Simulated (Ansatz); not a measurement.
Reaction (substitution at a C–N bond): `CN=S=O` + `CB(O)S` → `COB(C)S` + `N=S=O`

Computed with Ansatz on PBE0-D4/def2-TZVP structures; ΔE is electronic, products minus reactants. CCSD(T)/CBS adds triple-zeta CCSD(T) − MP2 to the extrapolated MP2 energy (def2 sets, frozen cores). This one scheme is used for every species. Functionals use def2-TZVPP. Each species was taken in one conformer, which may not be the lowest.

`CN=S=O`:

Cartesian coordinates in Å:
```
C 0.749 -0.063 0.295
N 0.018 -0.376 -0.908
S -1.448 -0.102 -1.117
O -2.220 0.522 -0.055
H 1.187 -0.986 0.683
H 1.578 0.600 0.034
H 0.134 0.405 1.067
```

`CB(O)S`:

Cartesian coordinates in Å:
```
C -0.020 -0.967 -0.546
B 0.243 0.318 0.306
O 1.403 0.423 1.006
S -0.955 1.697 0.408
H -0.908 -1.497 -0.186
H -0.212 -0.717 -1.593
H 0.828 -1.653 -0.504
H 1.503 1.234 1.511
H -1.881 1.163 -0.401
```

`COB(C)S`:

Z-matrix (Å, degrees):
```
C
O 1 1.412
H 1 1.094 2 111.0
H 1 1.090 2 107.8 3 119.4
H 1 1.094 2 111.0 3 -121.2
B 2 1.353 1 122.7 3 60.1
S 6 1.831 2 118.6 1 -0.0
C 6 1.566 2 119.0 1 179.9
H 7 1.341 6 95.7 2 180.0
H 8 1.094 6 111.1 2 -120.1
H 8 1.094 6 111.2 2 121.4
H 8 1.092 6 111.3 2 0.6
```

`N=S=O`:

```xyz
4

N     0.262    0.944    0.047
S    -0.858   -0.055    0.153
O    -0.596   -1.466   -0.039
H     1.192    0.577   -0.161
```

| species | r2SCAN-D4 energy (Eh) |
| --- | --- |
| `CN=S=O` | -568.01980 |
| `CB(O)S` | -539.44214 |
| `COB(C)S` | -578.72767 |
| `N=S=O` | -528.72019 |

Question: Work out ΔE.

Answer: ΔE = (-578.72767) + (-528.72019) − (-568.01980) − (-539.44214) = 0.01408 Eh = +37.0 kJ/mol. CCSD(T)/CBS gives +33.4 kJ/mol.

Largest T1 diagnostic among the species: 0.020, so the coupled-cluster value is less sure than usual.

Leaving LDA and LC-ωPBE aside and taking each functional with its dispersion term where it has one, the values, not all of them listed here, spread over 5.9 kJ/mol, from ωB97M-V to PBE-D4.
